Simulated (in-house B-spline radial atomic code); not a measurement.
Ne IV (Ne3+) is squeezed into an impenetrable sphere of radius R (the orbitals vanish at R). Computed with a B-spline radial code for spherical atoms: Dirac-Kohn-Sham LDA VWN5, spherical fractional occupations, Fermi nucleus of rms radius 3.0055 fm.

Energies in eV above the free ion in [He] 2s2 2p3:

```
R (bohr)  highest level (eV)  [He] 2s2 2p3  [He] 2s1 2p4
    8.59               -80.6             0         22.32
    6.83               -80.6             0         22.32
    4.89               -80.6     3.171e-05         22.32
    4.25               -80.6     0.0005296         22.32
    3.54               -80.6       0.01147         22.33
    3.09               -80.5       0.07748         22.41
    2.77               -80.3         0.294         22.66
    2.06                 -77         5.155         27.88
    1.67               -68.6         23.52          46.5
     1.6               -65.8         30.81         53.72
```

Question: Does [He] 2s1 2p4 fall below [He] 2s2 2p3 under compression?

Answer: No, it stays above over the whole range.
